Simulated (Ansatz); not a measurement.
def2 core potentials replace the inner electrons of Sb.

CH2F3O2Sb, SMILES `[Sb]([OH])([C](F)(F)F)[OH]` (H–O–Sb–O torsion 53°, O–Sb–O–H torsion 98°) (charge 0, multiplicity 1)

Method: PBE0-D3(BJ)/def2-TZVP // B3LYP-D3(BJ)/def2-SVP (Ansatz, a program for electronic structure).

```json
{
  "HOMO": "-8.19 eV",
  "dipole_moment": "2.74 D",
  "LUMO": "-1.54 eV",
  "HOMO–LUMO gap": "6.65 eV",
  "vertical ionisation energy (Delta-SCF)": "10.26 eV",
  "total_energy": "-729.3186 Ha"
}
```

```xyz
9

O     -0.9823     1.8194    -0.0528
Sb    -0.9677     0.0277    -0.9119
O     -1.4301    -1.1010     0.6698
C      1.1843    -0.2801    -0.3688
F      1.5084    -1.5690    -0.2107
F      1.4737     0.3627     0.7824
F      1.9888     0.2305    -1.3222
H     -0.4003     1.8223     0.7254
H     -2.3747    -1.3124     0.6888
```
Charge 0, spin multiplicity 1.
